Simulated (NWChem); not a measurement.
SiSbH3Cl2; SMILES [Cl][Sb]([SiH3])[Cl]

Results from NWChem. def2 effective core potentials on Sb; no spin-orbit coupling. B3LYP is NWChem's, with the RPA form of VWN correlation. Each level has its own optimisation; frequencies are unscaled.

```
level                                                 r Cl–Sb (Å)  r Sb–Si (Å)  highest harmonic frequency (cm⁻¹)  lowest (cm⁻¹)  zero-point energy (kcal/mol)
----------------------------------------------------  -----------  -----------  ---------------------------------  -------------  ----------------------------
B3LYP/3-21G (all-electron, non-relativistic)                2.499        2.683                               2244             77                          16.5
Hartree-Fock/STO-3G (all-electron, non-relativistic)        2.364        2.550                               2924             71                          21.9
PBE0/def2-SVP (core potentials)                        (withheld)   (withheld)                         (withheld)             81                    (withheld)
```

Fill in the missing entries.


- PBE0/def2-SVP (core potentials), r Cl–Sb (Å): 2.387
- PBE0/def2-SVP (core potentials), r Sb–Si (Å): 2.601
- PBE0/def2-SVP (core potentials), highest harmonic frequency (cm⁻¹): 2268
- PBE0/def2-SVP (core potentials), zero-point energy (kcal/mol): 17.0
